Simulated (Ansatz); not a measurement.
Harmonic frequencies (cm⁻¹) at PBE0-D4/def2-TZVP from Ansatz: 83, 83, 116, 116, 120, 270, 379, 401, 401.

Question: Which molecule is it?
A. `[Br][SnH2][Br]`
B. `[Cl][SnH2][Cl]`
C. `N#[C][Sn]([Cl])([Cl])[Cl]`
D. `[Cl][Sn]([Cl])([Cl])[Br]`

Answer: D.
